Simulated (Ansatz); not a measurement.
`C=[CH][InH][F]` + H₂S → `[F][InH][SH]` + `C=C` at 700 K and 1 bar (ligand exchange at the In–C bond).

Gas-phase electronic energies from Ansatz, PBE0-D4/def2-TZVP geometries. CCSD(T)/CBS is the MP2 limit (def2-TZVPP, def2-QZVPP) plus CCSD(T) − MP2 in def2-TZVPP, frozen cores. This one scheme is used for every species. def2 core potentials past Kr. For In outer-core shells are correlated without core-valence functions, which leaves a few kJ/mol of doubt a bond. One conformer a species, not always the lowest.

| species | CCSD(T)/CBS energy (Eh) | H − E (kJ/mol) | S (J/(mol·K)) |
| --- | --- | --- | --- |
| `C=[CH][InH][F]` | -368.10800 | 193.5 | 426.9 |
| H₂S | -398.97279 | 64.8 | 236.9 |
| `[F][InH][SH]` | -688.63795 | 95.0 | 388.9 |
| `C=C` | -78.48111 | 168.9 | 268.4 |

H − E and S are ideal-gas, rigid-rotor, harmonic terms from PBE0-D4/def2-TZVP, for one conformer and one mirror image of each species. 1 Eh = 2625.50 kJ/mol, R = 8.31446 J/(mol·K).

Q: By hand: ΔE, ΔH, ΔS and ΔG.

A: ΔE = (-688.63795) + (-78.48111) − (-368.10800) − (-398.97279) = -0.03827 Eh = -100.5 kJ/mol. Δ(H − E) = 95.0 + 168.9 − 193.5 − 64.8 = 5.6, so ΔH = -94.9 kJ/mol. ΔS = 388.9 + 268.4 − 426.9 − 236.9 = -6.5 J/(mol·K). ΔG = -94.9 − 700 × (-6.5)/1000 = -90.4 kJ/mol.

Q: By hand: the equilibrium constant, and the temperature at which ΔG would vanish if ΔH and ΔS stayed fixed.

A: log₁₀ K = −ΔG/(RT ln 10) = 6.7. ΔG = 0 at ΔH/ΔS = 14600 K, far beyond where these terms or the molecules hold.

The number of gas molecules stays the same, so ΔS is small and ΔH decides. A doubt of 5 kJ/mol in ΔE shifts log₁₀ K by 0.4 here. Other conformers and mirror images would add mixing entropy, several J/(mol·K) or more a flexible species. These are equilibria of isolated gas molecules and say nothing of rates. Largest T1 diagnostic: 0.016 (customary marks: 0.02 for closed shells, 0.045 for open ones).
